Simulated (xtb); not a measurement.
Cl₃Ga (SMILES [Cl][Ga]([Cl])[Cl]), singlet, at a GFN2-xTB geometry (such geometries of metal compounds can be far from the true shape). Base run: xtb with GFN2-xTB.

The xtb input:
```
$ xtb mol.xyz --gfn 2 --json

# file mol.xyz
4

Ga     0.00000000     0.00000000    -0.00000000
Cl    -1.75999983    -1.10581726    -0.20820478
Cl     0.10032532     1.95214694    -0.73677512
Cl     1.65967451    -0.84632969     0.94497990
```

Each row names what was changed in the base input (with any setting that the change needs).

| change | ΔE vs base (kcal/mol) | HOMO-LUMO gap (eV) | G_solv (kcal/mol) | SCF cycles |
|---|---|---|---|---|
| base | 0.000 | 4.06 | - | 11 |
| etemp = 3000 | -0.015 | 4.06 | - | 11 |
| etemp = 5000 | [?] | [?] | - | 11 |
| etemp = 1000 | 0.000 | 4.06 | - | 11 |
| alpb = dmso | -4.75 | 4.06 | -4.75 | 11 |
| gbsa = acetonitrile | -4.74 | 4.06 | -4.74 | 11 |
| alpb = cs2 | -5.20 | 4.06 | -5.20 | 11 |

Question: Some entries are withheld; supply them.

Answer: 
- etemp = 5000, ΔE vs base (kcal/mol): -0.67
- etemp = 5000, HOMO-LUMO gap (eV): 4.07

ALPB and GBSA are two models with their own fitted parameters for each solvent, which aren't always the measured dielectric constant.
